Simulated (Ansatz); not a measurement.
Basis-set extrapolation for C3H6BNO, SMILES `CB(C)N=C=O` (PBE0-D4/def2-TZVP geometry, frozen core, Ansatz). Multiplicity 1, RHF reference.

```
                      def2-TZVPP   def2-QZVPP
                 HF  -271.271550  -271.283499
    MP2 correlation    -1.013851    -1.083492
CCSD(T) correlation    -1.088667      not run
```

Energies in hartree. Use E(X) = E(∞) + A·exp(−7.88·√X) for Hartree–Fock and E(X) = E(∞) + B·X^(−2.97) for correlation, with X = 3 and 4, and add CCSD(T) minus MP2 of the smaller set to the MP2 limit.

What is the CCSD(T) energy at the basis-set limit?

HF limit: -271.283499 + (-0.011949) × 0.13774 = -271.28514. MP2 limit: -1.083492 + (-0.069641) × 0.74074 = -1.13508. Higher-order term: -1.088667 − (-1.013851) = -0.07482. Total: -272.49504 hartree, 3.67 eV below CCSD(T)/def2-TZVPP.
